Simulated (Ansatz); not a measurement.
Basis sets compared for trans-Hf(PH3)2Cl4 (HfP2H6Cl4). Charge 0, multiplicity 1. Geometry PBE0-D4/def2-SVP. Ansatz on 4 threads of Arm Neoverse V1 on a shared host; times are rough, and most runs start from earlier orbitals.

```csv
atom,x (Å),y (Å),z (Å)
Cl1,-2.9192,1.0321,1.3754
Cl2,-1.0056,1.3492,-1.7220
Cl3,0.2250,3.1586,1.2103
Cl4,0.3386,-0.3069,2.3646
Hf5,-0.6729,1.0483,0.6466
P6,-1.2820,-1.5950,-0.2121
P7,1.9291,0.5884,-0.4091
H8,-2.2933,-1.7856,-1.1864
H9,-1.7088,-2.5354,0.7584
H10,-0.2632,-2.3763,-0.8186
H11,3.0423,0.6184,0.4671
H12,2.4053,1.4532,-1.4258
H13,2.2047,-0.6489,-1.0486
```

In the def2 sets Hf takes a core potential; there is no spin–orbit coupling.

Binding counts from free atoms (Cl doublet, Hf triplet, P quartet, H doublet) in the same basis, without a counterpoise term.

```csv
level,functions,energy (Eh),HOMO (eV),LUMO (eV),binding per atom (eV),wall time
PBE-D4/def2-SVP,170,-2573.6074,-6.94,-2.75,3.32,3.7 s
PBE0-D4/def2-SVP,170,-2573.7964,-8.24,-2.05,3.27,5.5 s
```

Question: Estimate the rows for PBE-D4/def2-TZVP (with forces), PBE0-D4/def2-TZVP.

Answer: 
```json
{"level": "PBE-D4/def2-TZVP (with forces)", "functions": "298", "energy (Eh)": "-2574.4879", "HOMO (eV)": "-7.02", "LUMO (eV)": "-2.87", "binding per atom (eV)": "3.30", "wall time": "8.5 s"}
{"level": "PBE0-D4/def2-TZVP", "functions": "298", "energy (Eh)": "-2574.6694", "HOMO (eV)": "-8.27", "LUMO (eV)": "-2.11", "binding per atom (eV)": "3.27", "wall time": "19 s"}
```
